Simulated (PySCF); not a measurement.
# Unknown compound

Molecular formula: C3H11ClO2Si2. Simulated spectra:

¹H NMR (500 MHz, computed): δ 5.47 (s, 2H), 4.91 (s, 2H), 4.78 (sept, 1H), 1.32 (d, 6H).

¹³C{¹H} NMR (computed): δ 70.0, 26.7.

Level of theory: PBE0/pcSseg-1 with gauge-including orbitals, GFN2-xTB structure, in PySCF (fast rotation and ring inversion assumed for equivalent nuclei, non-relativistic Hamiltonian, a single conformation, in vacuum).

Chemical shifts δ = σref − σ; ¹H and ¹³C against TMS, all at this level.

Task: Deduce the structure.

Result: 
1. Rings plus π bonds: 0.
2. 2 carbon signals for 3 carbons: some carbons are equivalent by symmetry or fast rotation.
3. Carbon types of the structure: 1 × CH, 2 × CH3, leaving 4 H on heteroatoms.
4. δC 70.0: sp3 CH bonded to O; deshielded by the electronegative neighbour.
5. δC 26.7: methyl carbon; saturated and bonded to C and H only.
6. δH 5.47: hydrogen on a silicon bonded to Cl, O.
7. δH 4.91: hydrogen on a silicon bonded to 2 O.
8. δH 4.78: hydrogen on an sp3 CH bonded to O; its carbon carries O, which withdraws density.
9. δH 1.32: hydrogen on a methyl carbon.

These data were computed for `InChI=1S/C3H11ClO2Si2/c1-3(2)5-8-6-7-4/h3H,7-8H2,1-2H3`.

This is the structure that produced the data.

Shifts are as computed. Against solution values, carbons near 30 ppm lie about +3 ppm off and those near 130 ppm about +5 ppm. Of 1211 compounds with measured shifts, 218 miss one by over three times the rms of a fit or turn the order of signals round; such compounds aren't used in these exercises. Multiplicities follow the n + 1 count of equivalent neighbours, as no J values were calculated; m marks all less simple cases, F and P coupling included.
